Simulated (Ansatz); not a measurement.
System: GeSiH6, charge 0, singlet. GeSiH6 (SMILES [SiH3][GeH3]).
B3LYP-D3(BJ)/def2-TZVP minimum from Ansatz (a program for electronic structure):
```xyz
8

Si    -1.6012     0.1594     0.0298
Ge     0.7746    -0.0771    -0.0144
H     -2.1880    -0.7836     1.0114
H     -1.9674     1.5428     0.4160
H     -2.1661    -0.1298    -1.3096
H      1.1728    -1.5098    -0.4142
H      1.4009     0.8962    -1.0299
H      1.3783     0.2201     1.3705
```
Charge 0, spin multiplicity 1.

Total energies in hartree (Ansatz). UHF or UKS for unpaired electrons; spin-orbit terms are left out. Correlated methods leave the cores frozen (noble-gas shells, and filled d and f shells in the p block). No relativity. For partners of very few electrons the exact lower level stands in for a higher one.

```tsv
species	HF/def2-TZVPP	CCSD(T)/def2-TZVPP	HF/def2-QZVPP	CCSD(T)/def2-QZVPP	CCSDT(Q)/def2-TZVPP
1: GeSiH6 (SMILES [SiH3][GeH3])	-2367.79236	-2368.11020	-2367.84383	-2368.17624	-2368.11189
2: Si (triplet)	-288.85084	-288.92770	-288.85873	-288.93839	-288.92853
3: Ge (triplet)	-2075.32100	-2075.38759	-2075.36298	-2075.43218	-2075.38813
4: H (doublet)	-0.49981	-0.49981	-0.49998	-0.49998	-0.49981
```

Problem. Work out the atomisation energy (electronic, to ground-state atoms) in kcal/mol: take Hartree-Fock from def2-QZVPP, extrapolate the CCSD(T) correlation energy as X^-3 (X = 3, 4), and add CCSDT(Q) - CCSD(T) in def2-TZVPP. 1 hartree = 627.51 kcal/mol.

Solution. 
Species 1: correlation (64·(-0.33241) - 27·(-0.31784))/37 = -0.34304; step -0.00169; E1 = -2367.84383 + (-0.34304) + (-0.00169) = -2368.18856
Species 2: correlation (64·(-0.07966) - 27·(-0.07686))/37 = -0.08170; step -0.00083; E2 = -288.85873 + (-0.08170) + (-0.00083) = -288.94126
Species 3: correlation (64·(-0.06920) - 27·(-0.06659))/37 = -0.07110; step -0.00054; E3 = -2075.36298 + (-0.07110) + (-0.00054) = -2075.43462
Species 4: correlation (64·(0.00000) - 27·(0.00000))/37 = 0.00000; step +0.00000; E4 = -0.49998 + (0.00000) + (+0.00000) = -0.49998
-1·E1 +1·E2 +1·E3 +6·E4 = 0.81280 hartree = 510.0 kcal/mol.
